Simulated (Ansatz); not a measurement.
Stepwise reaction of `F[Si](F)(F)[SiH3]` with hydrogen chloride, as a gas-phase model of exchange steps in deposition or etching. ΔE in kJ/mol; ΔG adds harmonic PBE0-D4 terms to CCSD(T)/CBS, at 1 bar.

Calculated with Ansatz (gas phase, PBE0-D4/def2-TZVP geometries, no zero-point term in ΔE). CBS: MP2 limit from def2 TZ/QZ plus the TZ coupled-cluster correction, frozen cores. This one scheme is used for every species. DFT in def2-TZVPP. B3LYP here is the variant with VWN-RPA as its local correlation; programs differ in this. One conformer a species, not always the lowest.

| step | reaction | PBE-D4 | B3LYP-D4 | ωB97M-V | CCSD(T)/CBS | ΔG(400 K) |
| --- | --- | --- | --- | --- | --- | --- |
| 2 | `F[Si](F)(F)[SiH2]Cl` + HCl → `F[Si](F)(F)[SiH](Cl)Cl` + H₂ | -76.8 | -75.6 | -75.2 | -74.0 | -69.2 |

Problem. Give the row of step 1, `F[Si](F)(F)[SiH3]` + HCl → `F[Si](F)(F)[SiH2]Cl` + H₂. (Best estimate.)

Solution. Ansatz gave: 
| step | reaction | PBE-D4 | B3LYP-D4 | ωB97M-V | CCSD(T)/CBS | ΔG(400 K) |
| --- | --- | --- | --- | --- | --- | --- |
| 1 | `F[Si](F)(F)[SiH3]` + HCl → `F[Si](F)(F)[SiH2]Cl` + H₂ | -64.0 | -64.5 | -64.0 | -63.8 | -62.5 |

Problem. By hand: ΔE of the 2 steps together at CCSD(T)/CBS.

Solution. (-63.8) + (-74.0) = -137.8 kJ/mol, or -68.9 kJ/mol a step.

In ΔE each step is lower than the one before. All are downhill at CCSD(T)/CBS. ΔG lies between -69.2 and -62.5 kJ/mol a step. PBE-D4 differs from CCSD(T)/CBS by -2.8 to -0.2 kJ/mol a step. Isolated molecules leave out the surface, adducts and barriers. Largest T1 diagnostic: 0.013.
